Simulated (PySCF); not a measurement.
C2H6GaI, SMILES [CH3][Ga]([CH3])[I]. Heavy atoms are numbered as in [Ga:1]([I:2])([CH3:3])[CH3:7]. Hydrogens are named by the atom that carries them.

Coordinates come from a PBE0-D3(BJ)/def2-SVP optimisation. The structure was generated by enumeration; whether it is a known compound was not checked. The def2 effective core potentials stand for the cores of I; spin–orbit coupling is left out.

Computed with ωB97X/def2-TZVP in PySCF.

ESP charges are fitted to the potential on shells at 1.4 to 2.0 van der Waals radii. Atomic charges (e), one atom of each kind:

```csv
atom,ESP fit,Mulliken,Löwdin
Ga1,0.69,?,0.06
I2,-0.32,?,0.12
C3 (CH3),-0.58,?,-0.49
H on C3,0.13,?,0.14
```

### Question
Fill in the missing entries. (An estimate is asked for; the answer gives what the named calculation found.)

### Answer

- Ga1, Mulliken: 0.46
- I2, Mulliken: -0.28
- C3 (CH3), Mulliken: -0.52
- H on C3, Mulliken: 0.15
